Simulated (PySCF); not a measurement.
B₉H₉Sb (charge -1).
Bonds: B1–B3, B1–B4, B1–B5, B1–Sb7, B1–B10, B2–B3, B2–B6, B2–Sb7, B2–B8, B2–B10, B3–B4, B3–B6, B3–Sb7, B4–B5, B4–B6, B4–B9, B5–B8, B5–B9, B5–B10, B6–B8, B6–B9, Sb7–B10, B8–B9, B8–B10. Hydrogens: H11 on B1; H12 on B2; H13 on B3; H14 on B4; H15 on B5; H16 on B6; H17 on B8; H18 on B9; H19 on B10.

A GFN2-xTB structure was refined with PBE0-D3(BJ)/def2-SVP geometry optimisation, gas phase, def2 core potentials past Kr (PySCF). Its GFN2-xTB values:

```
 coordinate  GFN2-xTB
      B1–B3   1.799 Å
      B1–B4   1.691 Å
     B1–Sb7   2.358 Å
     B1–H11   1.187 Å
      B4–B5   1.979 Å
      B4–B9   1.798 Å
     B4–H14   1.069 Å
     B9–H18   1.185 Å
   B1–B4–B5     55.5°
   B1–B4–B6    100.9°
   B1–B4–B9    105.5°
  B1–Sb7–B3     46.0°
   B3–B1–B5    105.4°
   B4–B1–B5     70.8°
   B4–B9–B8    102.5°
   B5–B4–B6     86.9°
B1–B5–B8–B2        5°
B2–B6–B9–B4       97°
B3–B1–B5–B4      -48°
B4–B1–B3–B2     -108°
```

Problem. How do these coordinates change at the PBE0-D3(BJ)/def2-SVP level?

Solution. 
```json
{"coordinate": "B4–H14", "PBE0-D3(BJ)/def2-SVP (Å or °)": "1.210", "change": "+0.141"}
{"coordinate": "B4–B5", "PBE0-D3(BJ)/def2-SVP (Å or °)": "1.846", "change": "-0.133"}
{"coordinate": "B1–B3", "PBE0-D3(BJ)/def2-SVP (Å or °)": "1.909", "change": "+0.110"}
{"coordinate": "B1–B4", "PBE0-D3(BJ)/def2-SVP (Å or °)": "1.786", "change": "+0.095"}
{"coordinate": "B4–B9", "PBE0-D3(BJ)/def2-SVP (Å or °)": "1.708", "change": "-0.090"}
{"coordinate": "B1–Sb7", "PBE0-D3(BJ)/def2-SVP (Å or °)": "2.275", "change": "-0.083"}
{"coordinate": "B1–H11", "PBE0-D3(BJ)/def2-SVP (Å or °)": "1.209", "change": "+0.022"}
{"coordinate": "B9–H18", "PBE0-D3(BJ)/def2-SVP (Å or °)": "1.205", "change": "+0.020"}
{"coordinate": "B4–B1–B5", "PBE0-D3(BJ)/def2-SVP (Å or °)": "62.3", "change": "-8.5"}
{"coordinate": "B1–B4–B9", "PBE0-D3(BJ)/def2-SVP (Å or °)": "112.3", "change": "+6.8"}
{"coordinate": "B3–B1–B5", "PBE0-D3(BJ)/def2-SVP (Å or °)": "101.4", "change": "-4.0"}
{"coordinate": "B1–Sb7–B3", "PBE0-D3(BJ)/def2-SVP (Å or °)": "49.6", "change": "+3.6"}
{"coordinate": "B1–B4–B5", "PBE0-D3(BJ)/def2-SVP (Å or °)": "58.9", "change": "+3.4"}
{"coordinate": "B5–B4–B6", "PBE0-D3(BJ)/def2-SVP (Å or °)": "90.0", "change": "+3.1"}
{"coordinate": "B1–B4–B6", "PBE0-D3(BJ)/def2-SVP (Å or °)": "103.8", "change": "+2.9"}
{"coordinate": "B4–B9–B8", "PBE0-D3(BJ)/def2-SVP (Å or °)": "99.7", "change": "-2.8"}
{"coordinate": "B1–B5–B8–B2", "PBE0-D3(BJ)/def2-SVP (Å or °)": "0", "change": "-5"}
{"coordinate": "B4–B1–B3–B2", "PBE0-D3(BJ)/def2-SVP (Å or °)": "-103", "change": "+5"}
{"coordinate": "B2–B6–B9–B4", "PBE0-D3(BJ)/def2-SVP (Å or °)": "92", "change": "-5"}
{"coordinate": "B3–B1–B5–B4", "PBE0-D3(BJ)/def2-SVP (Å or °)": "-44", "change": "+4"}
```

The energy falls by 0.982 eV over 11 energy and gradient evaluations, the largest force component goes from 0.0952 to 3.1e-04 Eh/bohr, and the atoms move by 0.071 Å rms after alignment. The bond that changes most is B4–H14 (ends: boron bonded to 5 B and H; hydrogen on boron), which lengthens by 0.141 Å. Bonds longer at the end by more than 0.005 Å: 21 of 33; shorter: 12. Among the dihedrals that turn most is H11–B1–B3–Sb7, from 80° to 95°. Rotational constants go from 2481, 798.1, 793.0 to 2468, 785.9, 785.9 MHz.

The run used 197 basis functions and 78 SCF cycles in all.

No frequency check. The geometry's basis has no diffuse functions, a weakness for an anion.
